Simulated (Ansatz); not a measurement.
Reaction (redistribution): `F[SiH](Cl)[SiH2][SiH3]` + `COB(O)Br` → `OB(Br)O[SiH3]` + `C[SiH2][SiH](F)Cl`

Isolated molecules relaxed with PBE0-D4/def2-TZVP in Ansatz; ΔE leaves out vibrations. CCSD(T)/CBS adds triple-zeta CCSD(T) − MP2 to the extrapolated MP2 energy (def2 sets, frozen cores). Functionals use def2-TZVPP. B3LYP here is the variant with VWN-RPA as its local correlation; programs differ in this. For Br outer-core shells are correlated without core-valence functions, which leaves a few kJ/mol of doubt a bond. Scalar relativity is left out up to krypton. Each species was taken in one conformer, which may not be the lowest.

`F[SiH](Cl)[SiH2][SiH3]`:

Cartesian coordinates in Å:
```
F 1.189 -2.124 0.830
Si 0.456 -1.756 -0.541
Cl 1.580 -2.518 -2.075
Si 0.285 0.567 -0.725
Si -0.780 1.442 1.166
H -0.841 -2.472 -0.549
H -0.505 0.857 -1.953
H 1.652 1.133 -0.880
H 0.041 1.166 2.373
H -2.110 0.795 1.326
H -0.970 2.910 1.026
```

`COB(O)Br`:

Cartesian coordinates in Å:
```
C -0.237 -1.066 0.981
O -0.714 0.051 0.259
B 0.007 0.752 -0.624
O -0.567 1.802 -1.250
Br 1.867 0.290 -1.026
H 0.618 -0.795 1.603
H 0.058 -1.872 0.305
H -1.053 -1.408 1.617
H 0.021 2.245 -1.864
```

`OB(Br)O[SiH3]`:

Z-matrix (Å, degrees):
```
Si
O 1 1.659
H 1 1.480 2 105.9
H 1 1.482 2 109.9 3 119.2
H 1 1.482 2 109.9 3 -119.2
B 2 1.338 1 134.4 3 -179.9
Br 6 1.961 2 120.1 1 0.1
O 6 1.347 2 120.4 1 -179.9
H 8 0.960 6 113.6 2 -180.0
```

`C[SiH2][SiH](F)Cl`:

Cartesian coordinates in Å:
```
C 1.426 -0.960 -0.026
Si 0.183 0.080 0.910
Si -1.521 0.787 -0.530
F -2.316 -0.477 -1.104
Cl -0.659 1.745 -2.131
H 1.847 -0.393 -0.860
H 0.953 -1.858 -0.428
H 2.243 -1.266 0.630
H 0.809 1.309 1.470
H -0.432 -0.681 2.034
H -2.533 1.712 0.034
```

```tsv
level	ΔE (kcal/mol)
ωB97X-V	-40.5
PBE	-35.7
PBE0	-37.9
B3LYP	-40.7
MP2/def2-TZVPP	-44.8
CCSD(T)/def2-TZVPP	-41.6
SCS-MP2/def2-QZVPP	-44.9
MP2/CBS(def2)	-45.6
```

What does CCSD(T)/CBS give? (Best estimate.)

Ansatz gave: -42.4 kcal/mol. The listed levels differ from it by 1.9, 6.7, 4.5, 1.7, -2.4, 0.8, -2.5, -3.2 kcal/mol.

Largest T1 diagnostic among the species: 0.012.

From PBE to PBE0 (25 % exact exchange), in def2-TZVPP and without D4, ΔE moves by −2.2 kcal/mol.
